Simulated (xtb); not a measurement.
B(F)(vinyl)(OH) (C2H4BFO), SMILES C=CB(O)F. All values are semi-empirical tight-binding results from xtb (GFN2-xTB unless named), good for trends rather than for accurate numbers. The structure is a stationary point at GFN2-xTB. Other conformers were not sampled.

Optimised geometry:

Bond lengths (Å): B1–F2 1.334, B1–C3 1.571, B1–O8 1.337, C3–C4 1.328, C3–H5 1.083, C4–H6 1.078, C4–H7 1.080, O8–H9 0.956. Bond angles (°): F2–B1–C3 118.3, F2–B1–O8 115.1, C3–B1–O8 126.6, B1–C3–C4 125.1, B1–C3–H5 116.9, C4–C3–H5 118.0, C3–C4–H6 122.6, C3–C4–H7 122.2, H6–C4–H7 115.3, B1–O8–H9 116.8.
Charge 0, spin multiplicity 1.

Estimate the properties. (The exact figures need the calculation; the answer reports its results.)


The point group as xtb finds it is Cs and the orbital gap comes out as 4.39 eV. The dipole moment is 3.48 D, the zero-point energy is 38.8 kcal/mol and the G − E(el) at 298.15 K (modified RRHO) is 20.6 kcal/mol. The static polarisability (D4 model) is 44.9 bohr³ and the solvation energy, GFN2-xTB/ALPB(water) comes out as -6.0 kcal/mol. The solvation energy, GFN2-xTB/ALPB(methanol) comes out as -6.3 kcal/mol.

Computed IR lines (harmonic; lines under 4 % of the strongest left out, lines within 3 cm⁻¹ merged):
ν (cm⁻¹): 576 (m), 660 (m), 912 (s), 930 (w), 1039 (w), 1215 (vs), 1291 (s), 1326 (vs), 1422 (w), 1667 (w), 3070 (m), 3099 (w), 3641 (w) (against the strongest line: vs over 80 %, s over 45 %, m over 15 %, w over 4 %, vw less)

Computed atomic charges and the Wiberg bond orders between heavy atoms:
charges (e) B1 0.47, F2 -0.29, C3 -0.13, C4 -0.07, H5 0.05, H6 0.05, H7 0.03, O8 -0.43, H9 0.32. Bond orders B1–F2 1.03, B1–C3 1.00, C3–C4 1.96, B1–O8 1.24.
